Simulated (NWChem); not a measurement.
System: BClF$_{2}$; SMILES FB(Cl)F

```xyz
4

B     -0.0029    -0.4474     0.0000
F      0.0006    -1.1108    -1.1364
F      0.0006    -1.1108     1.1364
Cl     0.0002     1.3077     0.0000
```
Atoms are numbered in this order, from 1.

Coordinates come from a B3LYP/6-31G* (spherical d) optimisation.

Symmetry labels are those of Cs in the frame above (b1 and b2, or b-type labels, depend on it).

Question: List the 6 lowest vertical singlet excitations from PBE/def2-SVP, full TDDFT (NWChem).

Answer: 
| state | energy (eV) | oscillator strength | symmetry | leading excitation (squared amplitude) |
|---|---|---|---|---|
| S1 | 7.15 | 0.000 | a" | HOMO → LUMO (1.00) |
| S2 | 8.31 | 0.096 | a' | HOMO−1 → LUMO (0.95) |
| S3 | 8.99 | 0.015 | a" | HOMO → LUMO+1 (0.99) |
| S4 | 9.20 | 0.005 | a' | HOMO−2 → LUMO (0.97) |
| S5 | 9.41 | 0.028 | a' | HOMO−1 → LUMO+1 (0.97) |
| S6 | 9.42 | 0.000 | a" | HOMO−3 → LUMO (1.00) |
